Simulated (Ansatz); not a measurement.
C₂H₇BF₂Si (`C[SiH2]C(F)BF`) at its PBE0-D4/def2-TZVP geometry, where that method's forces vanish. The species carries charge 0 and has multiplicity 1.

```tsv
atom	x (Å)	y (Å)	z (Å)
C1	-0.4379	-1.7853	-0.2876
Si2	0.1687	-0.1858	-1.0332
C3	-0.2425	1.2862	0.1266
F4	-0.0255	2.4716	-0.5838
B5	0.5885	1.2329	1.4362
F6	0.3583	0.2369	2.2846
H7	0.0295	-1.9704	0.6815
H8	-1.5208	-1.7660	-0.1452
H9	-0.1994	-2.6231	-0.9470
H10	-0.4944	0.1051	-2.3305
H11	1.6404	-0.2230	-1.2473
H12	-1.3181	1.2055	0.3420
H13	1.4533	2.0154	1.7038
```

Problem. For each bond, give half the difference of the two atoms' forces along it (eV/Å; positive pushes the atoms apart) under PBE-D4, r2SCAN-D4, B3LYP-D4, ωB97M-V in def2-TZVPP. (Best estimate.)

Solution. Ansatz gave: 
```tsv
bond	length (Å)	PBE-D4	r2SCAN-D4	B3LYP-D4	ωB97M-V
C1–Si2	1.866	-0.02	0.00	0.12	0.08
C1–H7	1.092	0.11	-0.01	-0.05	-0.05
C1–H8	1.092	0.11	-0.01	-0.04	-0.04
C1–H9	1.093	0.10	-0.01	-0.04	-0.04
Si2–C3	1.919	0.01	-0.02	0.02	-0.07
Si2–H10	1.486	0.08	-0.02	-0.12	-0.14
Si2–H11	1.488	0.06	-0.02	-0.10	-0.11
C3–F4	1.399	0.50	0.39	0.45	0.33
C3–B5	1.552	-0.23	-0.12	-0.08	-0.01
C3–H12	1.100	0.10	-0.05	-0.14	-0.13
B5–F6	1.328	0.48	0.18	0.22	0.24
B5–H13	1.197	0.02	-0.07	-0.18	-0.22
```

B3LYP here is the variant with VWN-RPA as its local correlation; programs differ in this.
